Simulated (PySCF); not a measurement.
**UHF on Sc⁺ (scandium, charge +1)**

Configuration: [Ar] 3d1 4p1, one real determinant (an excited configuration). All numbers are calculated (PySCF 2.14, the spin-free X2C one-electron Hamiltonian (Gaussian nucleus), in aug-cc-pVDZ-DK).

* Total energy: -762.965724 hartree
* One-electron energy: -1038.6350 hartree
* Hartree (Coulomb) energy: 313.8713 hartree
* Exchange energy: -38.2020 hartree
* ⟨S²⟩: 2.0012
* ⟨L²⟩: 8.015
* Sum of ⟨r⟩: 17.67 bohr
* Sum of ⟨r²⟩: 37.02 bohr²
* Traceless quadrupole moment −½Σ⟨3z² − r²⟩ along its main axis: -7.47 e·bohr²
* Langevin diamagnetic susceptibility: -29.3 ×10⁻⁶ cm³/mol

```
shell  electrons  mean orbital energy (eV)  spread (eV)  rms radius, mean of both spins (bohr)
 1s α          1                   -4547.8            0                                 0.0844
 1s β          1                   -4547.8            0                                 0.0844
 2s α          1                   -532.50            0                                  0.370
 2s β          1                   -532.11            0                                  0.370
 2p α          3                   -435.30        0.130                                  0.340
 2p β          3                   -434.86        0.454                                  0.340
 3s α          1                   -79.298            0                                   1.15
 3s β          1                   -77.632            0                                   1.15
 3p α          3                   -52.006        0.993                                   1.27
 3p β          3                   -49.922        1.248                                   1.27
 3d α          1                   -17.641            0                                   1.79
 4p α          1                    -9.005            0                                   4.53
```

⟨L²⟩ = 8.01 against 12 for a pure F term, so this real determinant mixes terms.

Densities and radii are taken from the X2C orbitals without a picture-change correction, which distorts them close to the nucleus.

Spin-orbit constants ζ (cm⁻¹) from the X2C one-electron operator on these orbitals: bare nucleus, nucleus screened by l(l+1)(2l+1)/3 electrons, and screened by the Breit-Pauli mean field of the electrons.

```json
{"shell": "2p", "bare": "26930", "screened nucleus": "24360", "mean field": "23200"}
{"shell": "3p", "bare": "2768", "screened nucleus": "2505", "mean field": "2366"}
{"shell": "3d", "bare": "186.6", "screened nucleus": "97.75", "mean field": "81.68"}
{"shell": "4p", "bare": "171.6", "screened nucleus": "155.3", "mean field": "145.8"}
```

To first order the Landé constant is A = 51.52 cm⁻¹, so the lowest level has J = 2 and lies 0.0256 eV below the centre of the term. This holds in LS coupling only.
